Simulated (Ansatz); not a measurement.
Consider the formal exchange of groups at a Ge–Si bond: `B[SiH2][GeH3]` + `FCCl` → `Cl[CH2][GeH3]` + `B[SiH2]F`.

Calculated with Ansatz (gas phase, PBE0-D4/def2-TZVP geometries, no zero-point term in ΔE). CCSD(T)/CBS adds triple-zeta CCSD(T) − MP2 to the extrapolated MP2 energy (def2 sets, frozen cores). This one scheme is used for every species. Functionals use def2-TZVPP. B3LYP here is the variant with VWN-RPA as its local correlation; programs differ in this. HSE06 is defined as in plane-wave codes. For Ge outer-core shells are correlated without core-valence functions, which leaves a few kJ/mol of doubt a bond. Scalar relativity is left out up to krypton.

`B[SiH2][GeH3]`:

```xyz
10

B    -1.630    0.656    0.734
Si   -0.318    0.667   -0.755
Ge    1.320   -0.903    0.026
H    -2.515   -0.147    0.764
H    -1.491    1.374    1.679
H     0.388    1.959   -0.977
H    -0.825    0.156   -2.058
H     0.686   -2.285    0.256
H     1.944   -0.429    1.349
H     2.440   -1.048   -1.018
```

`FCCl`:

Cartesian coordinates in Å:
```
F -0.630 -1.070 0.550
C -0.097 -0.004 -0.094
Cl 1.351 0.564 0.743
H -0.820 0.811 -0.099
H 0.196 -0.302 -1.100
```

`Cl[CH2][GeH3]`:

```xyz
8

Cl    1.989    0.302   -1.045
C     0.929   -0.215    0.290
Ge   -0.955    0.149   -0.141
H     1.096   -1.279    0.450
H     1.238    0.326    1.184
H    -1.133    1.656   -0.364
H    -1.333   -0.625   -1.410
H    -1.831   -0.315    1.037
```

`B[SiH2]F`:

```xyz
7

B     1.199   -0.086   -0.069
Si   -0.793    0.058    0.048
F    -1.301    1.002    1.244
H     1.955    0.471    0.668
H     1.665   -0.773   -0.932
H    -1.389   -1.291    0.262
H    -1.336    0.619   -1.221
```

```json
{"level": "LDA (SPW92)", "ΔE (kJ/mol)": "-126.5", "difference from CCSD(T)/CBS": "38.5"}
{"level": "PBE-D4", "ΔE (kJ/mol)": "-128.3", "difference from CCSD(T)/CBS": "36.7"}
{"level": "revPBE-D4", "ΔE (kJ/mol)": "-129.3", "difference from CCSD(T)/CBS": "35.7"}
{"level": "BLYP-D4", "ΔE (kJ/mol)": "-143.5", "difference from CCSD(T)/CBS": "21.5"}
{"level": "PBE0-D4", "ΔE (kJ/mol)": "-138.3", "difference from CCSD(T)/CBS": "26.7"}
{"level": "B3LYP-D4", "ΔE (kJ/mol)": "-150.7", "difference from CCSD(T)/CBS": "14.3"}
{"level": "BHLYP-D4", "ΔE (kJ/mol)": "-161.7", "difference from CCSD(T)/CBS": "3.3"}
{"level": "ωB97X-V", "ΔE (kJ/mol)": "-154.1", "difference from CCSD(T)/CBS": "10.9"}
{"level": "ωB97M-V", "ΔE (kJ/mol)": "-157.0", "difference from CCSD(T)/CBS": "8.0"}
{"level": "r2SCAN0", "ΔE (kJ/mol)": "-150.2", "difference from CCSD(T)/CBS": "14.8"}
{"level": "HSE06", "ΔE (kJ/mol)": "-138.4", "difference from CCSD(T)/CBS": "26.6"}
{"level": "CAM-B3LYP", "ΔE (kJ/mol)": "-159.2", "difference from CCSD(T)/CBS": "5.8"}
{"level": "LC-ωPBE", "ΔE (kJ/mol)": "-153.3", "difference from CCSD(T)/CBS": "11.7"}
{"level": "RPA@PBE/def2-TZVPP", "ΔE (kJ/mol)": "-156.8", "difference from CCSD(T)/CBS": "8.2"}
{"level": "SCS-MP2/def2-TZVPP", "ΔE (kJ/mol)": "-172.8", "difference from CCSD(T)/CBS": "-7.8"}
{"level": "HF/def2-QZVPP", "ΔE (kJ/mol)": "-177.1", "difference from CCSD(T)/CBS": "-12.1"}
{"level": "CCSD(T)/CBS", "ΔE (kJ/mol)": "-165.0", "difference from CCSD(T)/CBS": "0"}
```

Largest T1 diagnostic among the species: 0.013.

From r2SCAN to r2SCAN0 (25 % exact exchange), in def2-TZVPP and without D4, ΔE moves by −5.3 kJ/mol. Leaving LDA and LC-ωPBE aside and taking each functional with its dispersion term where it has one, the values spread over 33.4 kJ/mol, from BHLYP-D4 to PBE-D4. At CCSD(T), def2-SVP lies +28.0 kJ/mol from the extrapolated value and def2-TZVPP +5.2 kJ/mol.
